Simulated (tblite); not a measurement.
C7H7OSi (doublet state).
Atom-mapped SMILES: `[O:1]=[CH:2][c:3]1[cH:4][cH:5][cH:6][c:7]([SiH2:8])[cH:9]1` (hydrogens: H10 on C2; H11 on C4; H12 on C5; H13 on C6; H14, H15 on Si8; H16 on C9)

Computed geometry: GFN2-xTB, gas phase. This method treats the open shell by occupation alone, without spin polarisation.

Give the optimised bond lengths and angles.

| bond | length (Å) |
| --- | --- |
| O1=C2 | 1.208 |
| C2–C3 | 1.463 |
| C3–C4 | 1.402 |
| C4–C5 | 1.385 |
| C5–C6 | 1.379 |
| C6–C7 | 1.412 |
| C7–Si8 | 1.836 |
| C7–C9 | 1.400 |
| C3–C9 | 1.388 |
| C2–H10 | 1.110 |
| C4–H11 | 1.080 |
| C5–H12 | 1.081 |
| C6–H13 | 1.081 |
| Si8–H14, Si8–H15 | 1.448 |
| C9–H16 | 1.081 |

Bonds in one row agree within 0.01 Å and their mean is given. A selection of angles:
| angle | degrees |
| --- | --- |
| O1–C2–C3 | 125.7 |
| O1–C2–H10 | 120.7 |
| C3–C2–H10 | 113.6 |
| C2–C3–C4 | 120.6 |
| C2–C3–C9 | 119.6 |
| C4–C3–C9 | 119.8 |
| C3–C4–C5 | 119.4 |
| C3–C4–H11 | 119.9 |
| C5–C4–H11 | 120.7 |
| C4–C5–C6 | 120.7 |
| C4–C5–H12 | 119.7 |
| C6–C5–H12 | 119.6 |
| C5–C6–C7 | 121.2 |
| C5–C6–H13 | 119.7 |
| C7–C6–H13 | 119.1 |
| C6–C7–Si8 | 122.0 |
| C6–C7–C9 | 117.4 |
| Si8–C7–C9 | 120.6 |
| C7–Si8–H14 | 120.4 |
| H14–Si8–H15 | 119.5 |
| C7–C9–H16 | 120.5 |
| C3–C9–C7 | 121.6 |
| C3–C9–H16 | 117.9 |

Dihedral angles: O1–C2–C3–C4 180° (antiperiplanar).

The 6-membered ring C3–C4–C5–C6–C7–C9 has internal angles of 117.4° to 121.6° (sum 720°, against 720° for a flat polygon); it is planar, 0.00 Å rms from its mean plane, widest ring torsion 0°. Of the pairs four or more bonds apart, O1···H16 is among the closest relative to their van der Waals radii: 2.54 Å, 93 % of the sum of Bondi's values. C2 (carbon bonded to C, O and H) is planar (angles 125.7°, 120.7° and 113.6°, sum 360.0°, 0.00 Å off the plane of its three neighbours). Si8 (silicon bonded to C and 2 H) is planar (angles 120.4°, 120.1° and 119.5°, sum 360.0°, 0.01 Å off the plane of its three neighbours). C7 (carbon bonded to 2 C and Si) is planar (angles 122.0°, 120.6° and 117.4°, sum 360.0°, 0.00 Å off the plane of its three neighbours). The 7 C–C bonds span 1.379 Å (C5–C6, aromatic) to 1.463 Å (C2–C3, drawn single), a spread of 0.084 Å. C3 (carbon bonded to 3 C) is planar (angles 120.6°, 119.8° and 119.6°, sum 360.0°, 0.00 Å off the plane of its three neighbours).

Point group: Cs (every atom within 0.08 Å of its image). Its GFN2-xTB frequencies are all real (lowest 102 cm⁻¹). 2 starts were optimised and ended at 0.00 and 0.44 kcal/mol (GFN2-xTB); the lowest of these is shown.

One conformer stands for the species.
